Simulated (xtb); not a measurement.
xtb input (GFN2-xTB):

```bash
xtb mol.xyz --gfn 2 --ohess tight --chrg 1 --uhf 0
```
mol.xyz:
```
2

Ge     0.01984180    -0.03551700    -0.81019393
H     -0.09912569     0.03234327     0.84431857
```

End of the output:

```
   ------------------------------------------------------------------------

         :::::::::::::::::::::::::::::::::::::::::::::::::::::
         ::                  THERMODYNAMIC                  ::
         :::::::::::::::::::::::::::::::::::::::::::::::::::::
         :: total free energy          -1.921437744786 Eh   ::
         ::.................................................::
         :: total energy               -1.905653333816 Eh   ::
         :: zero point energy           0.003571817919 Eh   ::
         :: G(RRHO) w/o ZPVE           -0.019356228890 Eh   ::
         :: G(RRHO) contrib.           -0.015784410971 Eh   ::
         :::::::::::::::::::::::::::::::::::::::::::::::::::::

optimized geometry written to: xtbopt.xyz

           -------------------------------------------------
          | TOTAL ENERGY               -1.905653333816 Eh   |
          | TOTAL ENTHALPY             -1.898773075222 Eh   |
          | TOTAL FREE ENERGY          -1.921437744786 Eh   |
          | GRADIENT NORM               0.000000058449 Eh/α |
          | HOMO-LUMO GAP               2.207410441691 eV   |
           -------------------------------------------------

------------------------------------------------------------------------
Note: The following floating-point exceptions are signalling: IEEE_DENORMAL
normal termination of xtb
------------------------------------------------------------------------
 total:
 SCF:
 ANC optimizer:
 analytical hessian:
```
